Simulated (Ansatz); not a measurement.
Input file for Ansatz (a first-principles code): R-PBE/def2-TZVPPD on H7NO2Si (a complex), monomers drawn apart or pushed together. Files ending in .json are basis or fitting sets from the Basis Set Exchange.

Ansatz 0.2 input:
```yaml
crystal:
  periodic: [false, false, false]
  atoms:
    - {symbol: O, position_ang: [-0.04742771, 1.04059696, 1.31714254]}
    - {symbol: Si, position_ang: [-0.63688943, 0.35662861, -0.03988783]}
    - {symbol: O, position_ang: [0.39431490, 0.50732271, -1.31815438]}
    - {symbol: H, position_ang: [0.11139915, 0.46930399, 2.10347644]}
    - {symbol: H, position_ang: [-1.86126226, 1.04050751, -0.49612203]}
    - {symbol: H, position_ang: [-0.91253385, -1.08148378, 0.23563361]}
    - {symbol: H, position_ang: [1.31175691, 0.25786759, -1.18255999]}
    - {symbol: N, position_ang: [0.53159487, -1.06801837, 4.94782414]}
    - {symbol: H, position_ang: [0.20014301, -2.00658363, 4.75392570]}
    - {symbol: H, position_ang: [1.49173171, -1.13866638, 5.26540937]}
    - {symbol: H, position_ang: [-0.01997518, -0.69955503, 5.71473243]}
basis:
  gaussian:
    orbitals: def2-TZVPPD.json
hamiltonian:
  xc: {name: PBE}
scf: {lower_state_search: off}
```

It printed:

```
WARN ansatz: RAYON_NUM_THREADS=1 ignored (pool sized by the plan → 1); use --threads N
Functional definition: PBE
these checks for a lower state are left out or cut short: stability, starts, cluster_reference, orbital_swaps, neighbouring_geometries, increment
integrals: 0.20 GiB planned
1265 factors; their error is unknown
mean field: 1.38 GiB planned
mean field evaluation 1: about -13551.6346 eV, gradient 1.1e2 eV
mean field evaluation 2: about -13466.4635 eV, gradient 2.2e2 eV
mean field evaluation 4: about -13570.0945 eV, gradient 2.1e1 eV
mean field evaluation 8: about -13570.8970 eV, gradient 7.6e-2 eV
mean field evaluation 16: about -13570.8722 eV, gradient 3.6e-5 eV
mean field -13570.87216092 eV, -498.7203532464 hartree, gradient 1.5e-6 eV, S^2 0.000000; 0 other end points of the search recorded, 0 dependent functions left out
reference -13570.87222473 eV, -498.7203555911 hartree; 22, 22 occupied and 262, 262 virtual orbitals, 1265 factors
Total energy: -13570.87222473 eV, -498.7203555911 hartree
Checks for a lower state left out: stability, starts, cluster_reference, orbital_swaps, neighbouring_geometries, increment
```

The calculation finished and met its thresholds.

Cost: about 3 core-seconds (a rough figure).
